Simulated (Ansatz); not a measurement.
AlBrH$_{2}$N, SMILES `[NH2][Al][Br]` radical. The species carries charge 0 and has multiplicity 2. The structure was optimised at the PBE0-D4/def2-TZVP level. It is one conformer, not always the lowest.

```xyz
5

N     0.298    0.735    0.059
Al    0.137   -0.764   -0.860
Br   -1.132   -2.408    0.082
H    -0.131    0.898    0.957
H     0.827    1.539   -0.238
```

**Question.** What is the dipole moment at ωB97M-V/def2-TZVPP? (Estimate.)

**Answer.** Ansatz gave: 2.44 D, with components (1.19, 2.08, -0.45) D in this frame, pointing from negative to positive charge.

**Question.** And with PBE, r2SCAN, B3LYP? (Estimate.)

**Answer.** Ansatz gave: PBE 2.29 D, r2SCAN 2.39 D, B3LYP 2.36 D.

**Question.** Give the Mulliken charges with ωB97M-V, r2SCAN, B3LYP in def2-TZVPP. (An estimate is asked.)

**Answer.** The calculation gave: 
| atom | ωB97M-V | r2SCAN | B3LYP |
| --- | --- | --- | --- |
| N1 | -0.34 | -0.44 | -0.37 |
| Al2 | 0.35 | 0.40 | 0.36 |
| Br3 | -0.24 | -0.27 | -0.26 |
| H4 | 0.12 | 0.15 | 0.14 |
| H5 | 0.11 | 0.15 | 0.13 |

B3LYP here is the variant with VWN-RPA as its local correlation; programs differ in this.
